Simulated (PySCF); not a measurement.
Gas-phase reaction: 2 SnF3 + 3 H2 ⇌ 2 SnH3F + 4 F

Method: PySCF energies plus ideal-gas RRHO corrections (1 bar). † marks an energy on the PBE0/def2-TZVP geometry and frequencies; other levels use their own. CCSD(T) freezes the core. Open shells (unrestricted): SnF3 (multiplicity 2), F (multiplicity 2, electronic degeneracy 6); the rest are closed-shell singlets. Spin-orbit splitting is ignored; it lowers the true energy and changes the entropy of F. Sn: scalar-relativistic def2 core potential, no spin-orbit coupling. SnF3, SnH3F: computed as isolated molecules; such fragments, hydroxides, amides, oligomers or adducts are transient or little studied in the gas. CCSD(T) isn't extrapolated to the basis-set limit; its ΔH°(298 K) is 1212.5 kJ in def2-SVP and 1315.9 kJ in def2-TZVPP. The harmonic model lacks anharmonicity and excited electronic states, which grow with temperature; levels with a mode under 35 cm⁻¹ are left out.

```json
[
 {"level": "CCSD(T)/def2-TZVPP†", "ΔE electronic, kJ": "1316", "ΔH°(298 K), kJ": "1316", "ΔS°(298 K), J/K": "148", "ΔG°(1400 K), kJ": "1116"},
 {"level": "HF/def2-TZVP†", "ΔE electronic, kJ": "866", "ΔH°(298 K), kJ": "866", "ΔS°(298 K), J/K": "148", "ΔG°(1400 K), kJ": "666"},
 {"level": "M06-2X/def2-TZVP†", "ΔE electronic, kJ": "1453", "ΔH°(298 K), kJ": "1453", "ΔS°(298 K), J/K": "148", "ΔG°(1400 K), kJ": "1253"},
 {"level": "PBE0/def2-QZVP†", "ΔE electronic, kJ": "1359", "ΔH°(298 K), kJ": "1359", "ΔS°(298 K), J/K": "148", "ΔG°(1400 K), kJ": "1159"},
 {"level": "PBE0/def2-SVP†", "ΔE electronic, kJ": "1268", "ΔH°(298 K), kJ": "1268", "ΔS°(298 K), J/K": "148", "ΔG°(1400 K), kJ": "1068"},
 {"level": "PBE0/def2-TZVP", "ΔE electronic, kJ": "1345", "ΔH°(298 K), kJ": "1344", "ΔS°(298 K), J/K": "148", "ΔG°(1400 K), kJ": "1144"},
 {"level": "r2SCAN/def2-TZVP†", "ΔE electronic, kJ": "1424", "ΔH°(298 K), kJ": "1424", "ΔS°(298 K), J/K": "148", "ΔG°(1400 K), kJ": "1224"},
 {"level": "LDA/def2-TZVP†", "ΔE electronic, kJ": "1660", "ΔH°(298 K), kJ": "1660", "ΔS°(298 K), J/K": "148", "ΔG°(1400 K), kJ": "1460"},
 {"level": "ωB97M-V/def2-TZVP†", "ΔE electronic, kJ": "1375", "ΔH°(298 K), kJ": "1375", "ΔS°(298 K), J/K": "148", "ΔG°(1400 K), kJ": "1175"},
 {"level": "ωB97X-V/def2-TZVP†", "ΔE electronic, kJ": "1364", "ΔH°(298 K), kJ": "1363", "ΔS°(298 K), J/K": "148", "ΔG°(1400 K), kJ": "1163"}
]
```
ΔH° is lowest at HF/def2-TZVP† and highest at LDA/def2-TZVP†. No reference value is set beside these.
